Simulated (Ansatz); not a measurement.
Molecule: sum formula GeHCl₂, net charge 0, doublet state. It need not be the lowest isomer of its formula. 
Geometry from a B3LYP-D3(BJ)/def2-TZVP (Ansatz, an electronic-structure program) optimisation:
SMILES: [Cl][GeH][Cl]
```xyz
4

Ge    -0.0828     0.5378     0.3317
Cl     1.8280    -0.3165    -0.2602
Cl    -1.6624    -0.7210    -0.4752
H     -0.1658     0.4271     1.8880
```
Charge 0, spin multiplicity 2.

Basis-set convergence of Hartree-Fock and CCSD(T) correlation energies (hartree) with Ansatz. Correlated levels leave the core frozen unless marked. UHF or UKS for open shells. Spin-orbit coupling is left out. Frozen are the shells of the preceding noble gas and the d and f shells that filled before the atom's block. No relativistic terms.

```csv
basis,functions,E(HF),"E(corr, CCSD(T))"
def2-SVPD,100,-2994.46856,-0.41413
def2-TZVPPD,173,…,…
```

Task: Some entries are withheld; supply them.

Result: 
- def2-TZVPPD, E(HF): -2995.03828
- def2-TZVPPD, E(corr, CCSD(T)): -0.53723
